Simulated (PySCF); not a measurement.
Excitation energy of Ta by level of theory

Ta [Xe] 4f14 5d3 6s2 (4F) → Ta [Xe] 4f14 5d4 6s1 (6D), as a difference of total energies. Calculation: PySCF 2.14, in aug-cc-pwCVDZ-PP with ECP60MDF (6s6p5d3f, 70 functions); a scalar-relativistic core potential. Correlated levels: valence: 5s2 5p6 frozen. The calculations carry no spin-orbit coupling.

| method | excitation energy (eV) |
| --- | --- |
| UHF | 0.233 |
| MP2 (valence) | 0.727 |
| SCS-MP2 (valence) | 1.366 |
| CCSD (valence) | 0.859 |
| CCSD(T) (valence) | 0.930 |

**Question.** How much does correlation contribute at CCSD(T) (valence)?

**Answer.** 0.930 − (0.233) = 0.697 eV, measured against UHF.
